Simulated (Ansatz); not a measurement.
```xyz
7

C     0.0004    0.0016   -1.3110
C     0.0000    0.0007    0.0045
C    -0.0011   -0.0006    1.3054
H    -0.0003   -0.9379   -1.8752
H     0.0003    0.9362   -1.8747
H    -0.9371   -0.0003    1.8760
H     0.9377    0.0003    1.8750
```

Basis set: cc-pVDZ (spherical functions). Frozen core: 3 orbitals. Charge 0, multiplicity 1.

Computed with Ansatz (development build ahead of 0.2.0); each method stands on the lowest determinant of its kind that the runs found. Restricted open shells among the atoms or ions are ROHF, correlated in semicanonical orbitals with singles.

The atomization energy at this shape (free ground-state atoms in the same class of orbitals less the molecule, no zero-point energy) of singlet C3H4:

```json
{"method": "RHF-MP2", "atomization energy": "28.66 eV"}
```

Q: What does RHF give?

A: 22.52 eV.
